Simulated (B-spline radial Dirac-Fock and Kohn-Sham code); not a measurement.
## Elastic and transport cross sections of lanthanum for electrons

Method: relativistic (Dirac) partial waves in the static field of the Dirac-Fock atom with Furness-McCarthy exchange, without polarisation or absorption potentials. Computed with a radial atomic solver. σ_tr1 and σ_tr2 weight the cross section with 1 − P₁ and 1 − P₂ of cos θ; "backward" is the share scattered beyond 90°.

```
energy (eV)  σ (a₀²)  σ_tr1 (a₀²)  σ_tr2 (a₀²)  σ/σ_tr1  backward (%)
        326     25.4         6.12         6.76     4.15           9.8
        341     24.8         5.95         6.47     4.17           9.9
        388     23.4         5.47         5.67     4.28            10
        455     21.8         4.87         4.78     4.48           9.8
        492     21.0         4.57         4.40     4.59           9.7
        500     20.9         4.51         4.32     4.62           9.6
        530     20.3         4.30         4.07     4.72           9.5
        663        ?            ?            ?        ?             ?
        778     16.8         3.00         2.76     5.60           7.9
       1000     14.8         2.30         2.19     6.40           6.6
```

Task: Fill in the row for 663 eV.

Result: σ = 18.2 a₀², σ_tr1 = 3.51 a₀², σ_tr2 = 3.23 a₀², σ/σ_tr1 = 5.18, backward 8.7 %. The ratio σ/σ_tr1 is roughly the number of elastic collisions that randomise the direction.
